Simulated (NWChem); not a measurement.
# SbCl4 cation; SMILES [Sb+]([Cl])([Cl])([Cl])[Cl]

def2 effective core potentials on Sb; no spin-orbit coupling.

Give the equilibrium geometry at PBE0/def2-SVP with def2 effective core potentials on Sb (NWChem) as a Z-matrix, with the point group.

point group Td; any orientation.
```
Sb
Cl 1 2.2716
Cl 1 2.2716 2 109.47
Cl 1 2.2716 2 109.47 3 120.00
Cl 1 2.2716 2 109.47 4 120.00
```
